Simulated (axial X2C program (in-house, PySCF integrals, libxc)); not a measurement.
**Potential curves of NaI⁻, two-component**

All values were computed with an axial X2C code built on PySCF integrals. Two-component (2c) means X2C with spin–orbit coupling and atomic mean-field two-electron Coulomb and Gaunt terms. Basis: I dyall-acv3z [12s13p9d5f1g], Na dyall-av3z [10s9p5d2f] (cores contracted in-house); Gaussian nuclei, density fitting, unrestricted open shells. Masses: I 126.904 u, Na 22.990 u.

State: Ω = 1/2 (⟨Sz⟩ = 0.50, ⟨Lz⟩ = 0.00 at HF). Energies in cm⁻¹ from the fragments at the same level (I- + Na). Fits are polynomials in 1 − R0/R over 0.85 to 1.23 times the lowest point R0.

```csv
R (Å),CCSD(T)
2.6645,-6636
2.7523,-7224
2.8402,-7545
2.9280,-7667
3.0305,-7629
3.1330,-7454
3.2647,-7102
```

Correlated methods: 9 electrons correlated (number of frozen shells: I 4 s, 3 p, 2 d; Na 2 s, 1 p), 317 virtual spin orbitals or spinors in MP2, 90 natural virtuals in coupled cluster.

The state is one determinant whose occupation by symmetry is held fixed; it was picked as the lowest of a PBE0 search that is not exhaustive. Dissociation energies refer to the lowest single-determinant-based atoms at the same level and basis. Coupled cluster ran in a truncated set of natural virtual spinors; the MP2 energy of the rest was added. (T) has no such correction and the atoms are truncated less, which lowers De at CCSD(T) by a hundredth of an eV or more. With the outer-core shells frozen, correlated bond lengths of heavy atoms tend to come out a few hundredths of an ångström too long. Coupled cluster ran on the points near the minimum only. MP2 and coupled cluster on one determinant become unreliable at the stretched end.

Q: What are Re, ωe and De at the CCSD(T) level?

A: At CCSD(T), 2c: Re = 2.955 Å, ωe ≈ 172 cm⁻¹, De = 0.95 eV to I- + Na; Be follows as 0.0992 cm⁻¹.
